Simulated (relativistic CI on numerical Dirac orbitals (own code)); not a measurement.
Forbidden transitions in Ir XXI

Calculated at this level of theory: Dirac-Coulomb-Breit CI, orbitals from a KLI potential per configuration, a model potential for QED, unscaled Slater integrals (own radial code, finite nucleus).

Configuration list (outside the closed core [Ar] 3d10): 4s2 4p6 4d10 4f11, 4s2 4p6 4d10 4f10 5s, 4s2 4p6 4d10 4f9 5s2, 4s2 4p6 4d10 4f10 5p, 4s2 4p6 4d9 4f12, 4s2 4p6 4d10 4f10 5d, 4s2 4p6 4d8 4f13, 4s2 4p6 4d10 4f10 6s, 4s2 4p5 4d10 4f12, 4s2 4p4 4d10 4f13, 4p6 4d10 4f13, 4s 4p6 4d9 4f13, 4s 4p6 4d10 4f11 5s, 4s 4p6 4d10 4f11 6s. Levels of other configurations are missing.

```tsv
λ vac (nm)	Lower	Upper	Type	A (s⁻¹)	gf	Branching (%)
128.45	4s2 4p6 4d10 4f11 4I°_15/2 [1]	4s2 4p6 4d10 4f11 2K°_13/2 [18]	M1	3.27e+01	1.13e-07	16.2
145.66	4s2 4p6 4d10 4f11 4I°_13/2 [2]	4s2 4p6 4d10 4f11 2I°_11/2 [23]	M1	2.63e+01	1.00e-07	9.1
152.09	4s2 4p6 4d10 4f11 2G°_9/2 [3]	4s2 4p6 4d10 4f11 2I°_11/2 [23]	M1	2.59e+01	1.08e-07	9.0
154.97	4s2 4p6 4d10 4f11 2H°_11/2 [4]	4s2 4p6 4d10 4f11 2I°_11/2 [23]	M1	1.15e+02	4.98e-07	40.1
159.49	4s2 4p6 4d10 4f11 4I°_15/2 [1]	4s2 4p6 4d10 4f11 2K°_15/2 [12]	M1	4.47e+02	2.73e-06	88.4
180.30	4s2 4p6 4d10 4f11 4I°_13/2 [2]	4s2 4p6 4d10 4f11 2K°_13/2 [18]	M1	7.95e+01	5.43e-07	39.3
188.22	4s2 4p6 4d10 4f11 4S°_3/2 [5]	4s2 4p6 4d10 4f11 2D°_5/2 [22]	M1	4.73e+01	1.51e-07	8.6
194.78	4s2 4p6 4d10 4f11 2H°_11/2 [4]	4s2 4p6 4d10 4f11 2K°_13/2 [18]	M1	5.03e+01	4.00e-07	24.9
200.68	4s2 4p6 4d10 4f11 4I°_9/2 [6]	4s2 4p6 4d10 4f11 2I°_11/2 [23]	M1	3.08e+01	2.23e-07	10.7
219.10	4s2 4p6 4d10 4f11 4I°_9/2 [6]	4s2 4p6 4d10 4f11 2G°_7/2 [21]	M1	1.26e+02	7.24e-07	31.7
229.58	4s2 4p6 4d10 4f11 4I°_11/2 [7]	4s2 4p6 4d10 4f11 2I°_11/2 [23]	M1	7.14e+01	6.77e-07	24.8
231.70	4s2 4p6 4d10 4f11 4I°_13/2 [2]	4s2 4p6 4d10 4f11 4G°_11/2 [14]	M1	4.72e+02	4.56e-06	81.2
238.04	4s2 4p6 4d10 4f11 4S°_3/2 [5]	4s2 4p6 4d10 4f11 2D°_5/2 [19]	M1	8.04e+01	4.10e-07	27.2
248.07	4s2 4p6 4d10 4f11 4I°_13/2 [2]	4s2 4p6 4d10 4f11 2K°_15/2 [12]	M1	5.89e+01	8.69e-07	11.6
248.38	4s2 4p6 4d10 4f11 2G°_9/2 [3]	4s2 4p6 4d10 4f11 4G°_11/2 [14]	M1	2.84e+01	3.15e-07	4.9
254.70	4s2 4p6 4d10 4f11 2G°_9/2 [3]	4s2 4p6 4d10 4f11 2G°_7/2 [13]	M1	5.58e+01	4.34e-07	80.6
255.16	4s2 4p6 4d10 4f11 4F°_7/2 [8]	4s2 4p6 4d10 4f11 2D°_5/2 [22]	M1	3.92e+02	2.29e-06	71.2
271.37	4s2 4p6 4d10 4f11 2G°_9/2 [3]	4s2 4p6 4d10 4f11 4F°_9/2 [11]	M1	4.87e+01	5.38e-07	11.0
271.74	4s2 4p6 4d10 4f11 4S°_3/2 [5]	4s2 4p6 4d10 4f11 2P°_1/2 [16]	M1	3.10e+02	6.86e-07	100.0
280.70	4s2 4p6 4d10 4f11 2H°_11/2 [4]	4s2 4p6 4d10 4f11 4F°_9/2 [11]	M1	2.60e+02	3.07e-06	58.6
282.03	4s2 4p6 4d10 4f11 4F°_7/2 [8]	4s2 4p6 4d10 4f11 2G°_7/2 [21]	M1	1.04e+02	9.91e-07	26.2
294.28	4s2 4p6 4d10 4f11 4F°_5/2 [9]	4s2 4p6 4d10 4f11 2G°_7/2 [21]	M1	5.76e+01	5.98e-07	14.5
320.28	4s2 4p6 4d10 4f11 4F°_7/2 [8]	4s2 4p6 4d10 4f11 4G°_5/2 [20]	M1	1.39e+02	1.29e-06	47.6
336.18	4s2 4p6 4d10 4f11 4F°_5/2 [9]	4s2 4p6 4d10 4f11 4G°_5/2 [20]	M1	4.75e+01	4.82e-07	16.2
338.80	4s2 4p6 4d10 4f11 4I°_9/2 [6]	4s2 4p6 4d10 4f11 4G°_9/2 [15]	M1	2.09e+02	3.60e-06	33.7
344.57	4s2 4p6 4d10 4f11 4F°_9/2 [11]	4s2 4p6 4d10 4f11 4D°_7/2 [24]	M1	6.87e+01	9.78e-07	29.4
356.23	4s2 4p6 4d10 4f11 4F°_7/2 [8]	4s2 4p6 4d10 4f11 2D°_5/2 [19]	M1	1.72e+02	1.96e-06	58.0
383.05	4s2 4p6 4d10 4f11 2G°_9/2 [3]	4s2 4p6 4d10 4f11 4F°_7/2 [8]	M1	2.90e+02	5.11e-06	96.4
384.11	4s2 4p6 4d10 4f11 2G°_7/2 [13]	4s2 4p6 4d10 4f11 2D°_5/2 [22]	M1	7.18e+01	9.53e-07	13.1
398.51	4s2 4p6 4d10 4f11 4I°_13/2 [2]	4s2 4p6 4d10 4f11 4I°_11/2 [7]	M1	4.16e+02	1.19e-05	82.8
406.44	4s2 4p6 4d10 4f11 4F°_5/2 [9]	4s2 4p6 4d10 4f11 4F°_3/2 [17]	M1	2.41e+02	2.39e-06	46.1
430.23	4s2 4p6 4d10 4f11 4I°_11/2 [7]	4s2 4p6 4d10 4f11 4G°_9/2 [15]	M1	4.01e+02	1.11e-05	64.6
435.64	4s2 4p6 4d10 4f11 4S°_3/2 [10]	4s2 4p6 4d10 4f11 4F°_3/2 [17]	M1	2.44e+02	2.78e-06	46.7
446.66	4s2 4p6 4d10 4f11 4I°_15/2 [1]	4s2 4p6 4d10 4f11 4I°_13/2 [2]	M1	3.98e+02	1.67e-05	100.0
450.56	4s2 4p6 4d10 4f11 2G°_9/2 [3]	4s2 4p6 4d10 4f11 4I°_11/2 [7]	M1	1.27e+01	4.62e-07	2.5
476.87	4s2 4p6 4d10 4f11 2H°_11/2 [4]	4s2 4p6 4d10 4f11 4I°_11/2 [7]	M1	7.28e+01	2.98e-06	14.5
477.84	4s2 4p6 4d10 4f11 4I°_9/2 [6]	4s2 4p6 4d10 4f11 4F°_9/2 [11]	M1	1.32e+02	4.52e-06	29.7
489.39	4s2 4p6 4d10 4f11 4G°_9/2 [15]	4s2 4p6 4d10 4f11 4D°_7/2 [24]	M1	7.11e+01	2.04e-06	30.4
553.49	4s2 4p6 4d10 4f11 2G°_7/2 [13]	4s2 4p6 4d10 4f11 4G°_5/2 [20]	M1	1.01e+02	2.78e-06	34.4
553.50	4s2 4p6 4d10 4f11 4I°_11/2 [7]	4s2 4p6 4d10 4f11 4G°_11/2 [14]	M1	6.20e+01	3.42e-06	10.7
586.05	4s2 4p6 4d10 4f11 4S°_3/2 [5]	4s2 4p6 4d10 4f11 4S°_3/2 [10]	M1	1.43e+02	2.96e-06	99.9
620.13	4s2 4p6 4d10 4f11 4G°_9/2 [15]	4s2 4p6 4d10 4f11 2G°_7/2 [21]	M1	7.27e+01	3.35e-06	18.3
628.05	4s2 4p6 4d10 4f11 2G°_9/2 [3]	4s2 4p6 4d10 4f11 4I°_9/2 [6]	M1	9.71e+01	5.74e-06	60.0
659.93	4s2 4p6 4d10 4f11 2K°_15/2 [12]	4s2 4p6 4d10 4f11 2K°_13/2 [18]	M1	3.53e+01	3.23e-06	17.5
680.39	4s2 4p6 4d10 4f11 2H°_11/2 [4]	4s2 4p6 4d10 4f11 4I°_9/2 [6]	M1	6.48e+01	4.50e-06	40.0
```

Terms are leading LS components. Brackets give the number of a level in order of energy, since labels repeat. The list gives strong lines, with weight on those to low levels, among the lowest 200 of 2895 levels, so that lines to higher ones, which can be the strongest, are missing. Levels whose partners in the same complex of configurations lie outside the list can be far off, and so can their lines. Rates are taken at the computed energies, electric ones in the length gauge.

At this charge transitions that keep the count of f electrons are usually good to a few per cent. Terms inside the open d or f shell come out 10 to 20 % too wide with unscaled integrals. Levels that differ in their count of f electrons can be misplaced by several ten thousand cm⁻¹, since the correlation energy of f electrons is missing or only estimated; rates across such gaps can be off by orders of magnitude.

LS names give the leading component of a level, which can be under half, so a name can repeat, a term be missing and a line seem to break the LS rules.
